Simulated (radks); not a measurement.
All-electron atom: La32+ in [Ar] 3d7.

Method: non-relativistic Kohn-Sham, LB94 model potential, spin-polarised, spherical densities, point nucleus; open shells are filled with parallel spins first (spin-orbit coupling, left out, can overturn this in heavy ions); relativity is left out, which matters for an element this heavy; computed with a radial shooting solver on a logarithmic mesh with Libxc functionals.

Energy parts (Ry):
kinetic: 15179.9873
electron-nucleus: -33284.8161
Hartree: 3240.6310
(The LB94 potential has no energy functional, so no total or exchange-correlation energy is given.)

Orbitals (lengths in bohr, moments of r in powers of bohr; <r^-3> diverges for s and p1/2; r(max) is where P^2 peaks):
orbital	occ.	eigenvalue (Ry)	r(max)	<r^2>	<r^-3>
1s up	1	-2824.653	0.01765	0.0009468	-
1s down	1	-2824.678	0.01765	0.0009468	-
2s up	1	-520.2616	0.09696	0.01511	-
2s down	1	-520.1712	0.09694	0.01509	-
2p up	3	-497.9656	0.07561	0.01128	6266
2p down	3	-497.9571	0.07560	0.01126	6271
3s up	1	-178.3067	0.2681	0.09450	-
3s down	1	-177.5499	0.2683	0.09480	-
3p up	3	-168.9556	0.2539	0.08817	1332
3p down	3	-168.1639	0.2542	0.08847	1326
3d up	5	-152.3034	0.2016	0.06947	227.1
3d down	2	-151.5255	0.2013	0.06961	227.6

The highest occupied level is 3d down at -2061.6 eV. The electron density at the nucleus is 1.309e+05 e/bohr^3.
